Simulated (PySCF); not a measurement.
Mapped SMILES: `[O:1]=[C:2]([OH:3])[SiH2:4][O:5][SiH3:6]`; H(Xn) means a hydrogen on atom n.

Geometry: PBE0-D3(BJ)/def2-SVP; GIAO absolute shieldings from PySCF 2.14.0 with density-fitted response routines, gas phase, non-relativistic, averaged over equivalent atoms.

At KT3/pcSseg-1 (146 basis functions, 15 s wall time on 1 thread of an Arm Neoverse V2, shared host):
| atoms | σ (ppm) |
| --- | --- |
| O1 | -134.3 |
| O3 | 102.6 |
| O5 | 326.2 |
| C2 | 12.3 |
| Si6 | 400.9 |
| Si4 | 416.3 |
| H(O3) | 25.14 |
| H(Si6) | 26.30 |
| H(Si4) | 26.34 |

What do these become at B3LYP/pcSseg-1?

Answers


```json
{"atoms": "O1", "σ at B3LYP/pcSseg-1": "-171.7", "change": "-37.4"}
{"atoms": "O3", "σ at B3LYP/pcSseg-1": "100.1", "change": "-2.5"}
{"atoms": "O5", "σ at B3LYP/pcSseg-1": "328.2", "change": "+2.0"}
{"atoms": "C2", "σ at B3LYP/pcSseg-1": "-8.0", "change": "-20.3"}
{"atoms": "Si6", "σ at B3LYP/pcSseg-1": "376.8", "change": "-24.1"}
{"atoms": "Si4", "σ at B3LYP/pcSseg-1": "390.5", "change": "-25.8"}
{"atoms": "H(O3)", "σ at B3LYP/pcSseg-1": "24.97", "change": "-0.17"}
{"atoms": "H(Si6)", "σ at B3LYP/pcSseg-1": "26.39", "change": "+0.09"}
{"atoms": "H(Si4)", "σ at B3LYP/pcSseg-1": "26.46", "change": "+0.12"}
```

The largest change is at O1 (carbonyl oxygen). Cost: 146 basis functions, 8.9 s wall time on 1 thread of an Arm Neoverse V2, shared host.

Hydrogen bonding in solution deshields acid and N–H amide carbonyl carbons by as much as 10 ppm beyond these values.
